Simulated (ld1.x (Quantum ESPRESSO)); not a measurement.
Ranking TM potentials for B (Z = 5)

All share these settings but for the change named:

* Element: boron
* Generator: ld1.x (Quantum ESPRESSO) 7.5
* Type: norm-conserving Troullier–Martins (Kleinman–Bylander form)
* Functional: LDA (PZ)
* Relativity: scalar-relativistic
* Frozen core: [He]
* Valence charge: 3
* Reference configuration: 2s1.75 2p1.25
* Partial waves: 2p (bound): rc 2.45 bohr; 3d channel at 0.45 Ry: rc 2.20 bohr; 2s (bound): rc 1.70 bohr
* Local potential: the s channel
* Core correction: none

Cutoff: the first of the cutoffs (Ry, on a coarse ladder) from which the occupation-weighted sum of valence levels, in a spherical-Bessel basis at the reference potential, stays within 10 and 1 mRy of its value at 400 Ry; the density cutoff is not measured.

The base gives 18 Ry.

Of 10 variants that were run, those that failed, showed a ghost or another fault, or gave nearly equal values are left out.

A variant can come out equal or close to the base.

**Question.** Rank these variants from softest to hardest (loose cutoff).
A. wave 3d channel at 0.45 Ry: rc 2.20 bohr becomes 3d channel at 0.45 Ry: rc 1.34 bohr
B. all radii scaled by about 1.27 (s 2.16, p 3.12, d 2.80 bohr)
C. wave 2s (bound): rc 1.70 bohr becomes 2s (bound): rc 2.26 bohr

**Answer.** B (12 Ry), C (15 Ry), A (18 Ry).
